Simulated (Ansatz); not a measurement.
A set of 12 reactions (bond dissociation), with CCSD(T)/CBS values in kJ/mol:

| reaction | ΔE |
| --- | --- |
| `F[SiH]([SiH3])Cl` → Cl• + `F[SiH][SiH3]`• | 479.4 |
| `O[SiH2][O][GeH3]` → `[OH]`• + `[SiH2][O][GeH3]`• | 573.0 |
| `O[SiH2][O][GeH3]` → `[O][GeH3]`• + `O[SiH2]`• | 586.9 |
| `BNCOC` → `[CH2]OC`• + `B[NH]`• | 427.7 |
| `[AsH3]` → `[AsH2]`• + H• | 337.4 |
| `O=C=N[SiH2]O` → `[OH]`• + `O=C=N[SiH2]`• | 561.9 |
| `[F][Ge]([SiH3])([SH])[Cl]` → `[F][Ge]([SH])[Cl]`• + `[SiH3]`• | 318.8 |
| `FCOC(F)F` → `F[CH]F`• + `[O]CF`• | 429.2 |
| `O[SiH](O)[SiH](F)F` → `F[SiH]F`• + `O[SiH]O`• | 343.5 |
| `CC[O][SnH3]` → `CC[O]`• + `[SnH3]`• | 361.6 |
| `C[SiH2][NH][GeH3]` → `[NH][GeH3]`• + `C[SiH2]`• | 478.2 |
| `FC(F)N[SiH3]` → `F[CH]F`• + `[NH][SiH3]`• | 456.0 |

Isolated molecules relaxed with PBE0-D4/def2-TZVP in Ansatz; ΔE leaves out vibrations. CBS: MP2 limit from def2 TZ/QZ plus the TZ coupled-cluster correction, frozen cores. This one scheme is used for every species, atoms too. Functionals use def2-TZVPP. B3LYP here is the variant with VWN-RPA as its local correlation; programs differ in this. Open shells (•) are unrestricted, without spin–orbit coupling. Spin–orbit coupling would lower the free atoms: a little for Cl. def2 core potentials past Kr. For As, Ge, Sn outer-core shells are correlated without core-valence functions, so the limit isn't a true one: a few kJ/mol of doubt a bond, and 10 to 20 or more in all where bonds break to atoms. Scalar relativity is left out up to krypton. Each species was taken in one conformer, which may not be the lowest.

Q: Give the mean, mean absolute and largest difference (level minus CCSD(T)/CBS, kJ/mol) for: PBE-D4, PBE0-D4, B3LYP-D4, ωB97X-V, B2PLYP, PBE0, B3LYP, MP2/def2-TZVPP, CCSD/def2-TZVPP, CCSD(T)/def2-TZVPP, HF/def2-QZVPP, MP2/def2-QZVPP, SCS-MP2/def2-QZVPP, CCSD/CBS(def2). (Estimate.)

A: The calculation gave: 
| level | mean | mean absolute | largest |
| --- | --- | --- | --- |
| PBE-D4 | -29.8 | 29.8 | -46.7 |
| PBE0-D4 | -26.5 | 26.5 | -44.6 |
| B3LYP-D4 | -31.1 | 31.1 | -45.7 |
| ωB97X-V | -10.0 | 10.1 | -24.5 |
| B2PLYP | -23.5 | 23.5 | -33.1 |
| PBE0 | -32.5 | 32.5 | -52.1 |
| B3LYP | -42.0 | 42.0 | -59.0 |
| MP2/def2-TZVPP | 11.0 | 16.9 | 31.1 |
| CCSD/def2-TZVPP | -21.6 | 21.6 | -34.4 |
| CCSD(T)/def2-TZVPP | -13.4 | 13.4 | -22.0 |
| HF/def2-QZVPP | -128.0 | 128.0 | -154.9 |
| MP2/def2-QZVPP | 18.6 | 22.1 | 35.1 |
| SCS-MP2/def2-QZVPP | 11.8 | 12.8 | 28.0 |
| CCSD/CBS(def2) | -8.1 | 8.1 | -12.4 |

The largest T1 diagnostic in the set is 0.030, for `B[NH]`• (customary mark 0.045).

CCSD(T)/CBS is a level of theory with its own doubt, and the functionals carry their triple-zeta basis error, so these figures describe this set and don't rank the functionals.
